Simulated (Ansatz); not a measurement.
A nudged elastic band was laid between two geometries of BCl3H2O + H3N (11 atoms, charge 0, multiplicity 1).

All numbers below come from RHF/def2-SVP (Ansatz).

```yaml
movable_images: 5
climbing_image: yes
spring: 5.0 eV/Å²
optimiser: quadratic models (default)
start_path: through a guess of the saddle point
force_threshold: 0.05 eV/Å
iteration_limit: 60
end_points: relaxed
```

First end point:

```xyz
11
Properties=species:S:1:pos:R:3
B 0.183 -1.399 -0.761
Cl 1.915 -1.188 -0.130
Cl 0.121 -2.274 -2.364
Cl -0.948 -2.061 0.523
H -0.307 0.645 -0.250
O -0.342 0.035 -1.055
H 0.743 1.249 1.527
N -0.201 1.381 1.200
H 0.078 0.428 -1.813
H -0.443 2.351 1.320
H -0.798 0.834 1.802
```

Last end point:

```xyz
11
Properties=species:S:1:pos:R:3
B -0.661 -1.950 -1.437
Cl 2.471 0.849 -0.084
Cl 0.502 -2.890 -2.386
Cl -2.346 -2.470 -1.367
H -0.810 0.995 1.008
O -0.301 -0.862 -0.775
H 1.464 1.287 0.629
N -0.181 1.638 1.462
H 0.614 -0.606 -0.828
H -0.544 2.567 1.328
H -0.207 1.443 2.449
```

Q: Which bonds break or form, and what moves?

A: Bonds broken: B1–Cl2, H5–O6, H7–N8. Bonds formed: Cl2–H7, H5–N8. BCl3H2O + H3N becomes BCl2HO + ClH + H3N.

Q: What energy profile does the band end with?

A: The run converged. The highest image is number 1 of 0 to 6, 0.077 eV above the first end and 0.319 eV above the last; the last end lies 0.242 eV below the first. The profile has 2 maxima (images 1, 3) with wells between them (image 2): this band takes more than one step, which may be the mechanism or a detour left from its start path. A vibrational analysis at the climbing image gives one clearly imaginary mode, 1108i cm⁻¹: a first-order saddle point. The orbitals stay closed-shell, which can raise the energy where a bond breaks towards radicals; this wasn't checked here.

```json
{"image": "0", "path coordinate (Å)": "0.00", "energy (eV)": "0.000", "B1–Cl2 (Å)": "1.86", "H5–O6 (Å)": "1.01", "H7–N8 (Å)": "1.01"}
{"image": "1", "path coordinate (Å)": "0.41", "energy (eV)": "0.077", "B1–Cl2 (Å)": "1.88", "H5–O6 (Å)": "1.18", "H7–N8 (Å)": "1.01"}
{"image": "2", "path coordinate (Å)": "1.82", "energy (eV)": "-0.123", "B1–Cl2 (Å)": "1.97", "H5–O6 (Å)": "2.04", "H7–N8 (Å)": "1.03"}
{"image": "3", "path coordinate (Å)": "3.23", "energy (eV)": "0.069", "B1–Cl2 (Å)": "3.23", "H5–O6 (Å)": "2.39", "H7–N8 (Å)": "1.12"}
{"image": "4", "path coordinate (Å)": "4.64", "energy (eV)": "-0.168", "B1–Cl2 (Å)": "3.89", "H5–O6 (Å)": "2.66", "H7–N8 (Å)": "1.89"}
{"image": "5", "path coordinate (Å)": "6.05", "energy (eV)": "-0.222", "B1–Cl2 (Å)": "4.27", "H5–O6 (Å)": "2.61", "H7–N8 (Å)": "1.88"}
{"image": "6", "path coordinate (Å)": "7.46", "energy (eV)": "-0.242", "B1–Cl2 (Å)": "4.41", "H5–O6 (Å)": "2.62", "H7–N8 (Å)": "1.88"}
```

Q: What is the geometry of the highest image?

A: 
```xyz
11
Properties=species:S:1:pos:R:3
B 0.167 -1.299 -0.750
Cl 1.908 -1.132 -0.062
Cl 0.144 -2.238 -2.324
Cl -0.977 -1.975 0.547
H -0.271 0.761 -0.061
O -0.321 0.093 -1.028
H 0.754 1.144 1.444
N -0.196 1.271 1.126
H 0.044 0.446 -1.829
H -0.462 2.236 1.234
H -0.789 0.694 1.704
```

The band took 29 iterations and of the order of 8 core-minutes.

Run time: 4.3 min on 2 threads of AMD EPYC 7B13 (Zen 3), on a shared host, peak memory 0.32 GiB.
